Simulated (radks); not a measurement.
The numbers below are computed, except where a source is named.
Initial-state core-level shifts of neutral arsenic when its valence configuration changes from [Ar] 3d10 4s2 4p3. Level of theory: scalar-relativistic Kohn-Sham, PBE, spin-polarised, spherical densities, point nucleus; open shells are filled with parallel spins first (a radial shooting solver on a logarithmic mesh with Libxc functionals). Shifts are changes of the shell-averaged eigenvalues in eV (positive: less bound).

valence,1s,2s,2p,3p
3d10 4s1 4p4,-1.804,-1.750,-1.746,-1.780
3d10 4s1.5 4p3.5,-0.908,-0.881,-0.879,-0.896
3d9 4s2 4p4,-13.068,-14.433,-14.323,-11.360
3d8.5 4s2 4p4.5,-19.863,-21.975,-21.809,-17.108
3d9.5 4s1.5 4p4,-7.314,-7.951,-7.895,-6.509
3d8 4s2 4p5,-26.842,-29.739,-29.518,-22.906
3d9.5 4s2 4p3.5,-6.449,-7.109,-7.055,-5.658
3d8 4s1 4p6,-28.366,-31.239,-31.010,-24.394
3d8.5 4s1 4p5.5,-21.446,-23.526,-23.354,-18.656
